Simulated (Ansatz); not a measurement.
Ansatz (a program for electronic structure) input (CCSD(T)/aug-cc-pVDZ):

Ansatz 0.2 input:
```yaml
crystal:
  periodic: [false, false, false]
  atoms:
    - {symbol: B, position_ang: [0.01827732, -0.01967071, 0.02476731]}
    - {symbol: F, position_ang: [1.23929023, -0.49341957, -0.23190531]}
    - {symbol: F, position_ang: [-0.51025756, -0.29119197, 1.21980641]}
    - {symbol: N, position_ang: [-0.67924097, 0.73102389, -0.92042913]}
    - {symbol: H, position_ang: [-1.59871957, 1.09644554, -0.74685486]}
    - {symbol: H, position_ang: [-0.29927426, 0.94624460, -1.82508776]}
basis:
  gaussian:
    orbitals: aug-cc-pVDZ
magnetization: {spin_polarized: false}
correlation: {method: ccsd_t, electrons: outside_noble_gas}
output: {forces: true}
```

End of the output:

```
cycle   6  -18.48028307 eV  change   -4.3e-4 eV  update   2.8e-4
cycle   7  -18.48029086 eV  change   -7.8e-6 eV  update   9.1e-5
cycle   8  -18.48022386 eV  change    6.7e-5 eV  update   3.3e-5
cycle   9  -18.48021959 eV  change    4.3e-6 eV  update   1.4e-5
cycle  10  -18.48022858 eV  change   -9.0e-6 eV  update   4.9e-6
perturbative correction -0.47409361 eV, -0.0174226189 hartree
the calculation of the forces begins
Total energy: -7621.51615611 eV, -280.0855526878 hartree
Atom 0 at     0.018277    -0.019671     0.024767 Å, force    -0.230576     0.248154    -0.312450 eV/Å
Atom 1 at     1.239290    -0.493420    -0.231905 Å, force     1.003123    -0.382961    -0.225079 eV/Å
Atom 2 at    -0.510258    -0.291192     1.219806 Å, force    -0.447225    -0.215317     0.978368 eV/Å
Atom 3 at    -0.679241     0.731024    -0.920429 Å, force    -0.165247     0.177845    -0.223924 eV/Å
Atom 4 at    -1.598720     1.096446    -0.746855 Å, force    -0.313570     0.113133     0.085320 eV/Å
Atom 5 at    -0.299274     0.946245    -1.825088 Å, force     0.153496     0.059145    -0.302234 eV/Å
Dipole moment:    -0.280211     0.301573    -0.379710 e Å
```
